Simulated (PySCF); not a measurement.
CH10OSi4, SMILES [SiH3][Si@@H]1[SiH2]CO[SiH2]1. Geometry: PBE0-D3(BJ)/def2-SVP. The structure was generated by enumeration; whether it is a known compound was not checked. One conformer was computed; it need not be the lowest.

Computed equilibrium geometry at PBE0-D3(BJ)/def2-SVP (PySCF confirms it by a frequency run) as Cartesian coordinates in Å (one conformer of several):
```xyz
16

Si     2.7219     0.3460     0.3237
Si     0.6039     0.7031    -0.5923
Si    -1.0182     1.0806     1.0655
C     -2.2993    -0.2616     0.5474
O     -1.6361    -1.4147     0.0720
Si    -0.4835    -1.3153    -1.1494
H      3.2592     1.5917     0.9526
H      3.6900    -0.1213    -0.7159
H      2.5938    -0.7104     1.3743
H      0.5904     1.7231    -1.6864
H     -0.4661     0.7578     2.4178
H     -1.6252     2.4469     1.0937
H     -2.9866     0.1561    -0.2146
H     -2.9243    -0.5557     1.4064
H     -1.1272    -1.2531    -2.5007
H      0.3443    -2.5497    -1.0547
```
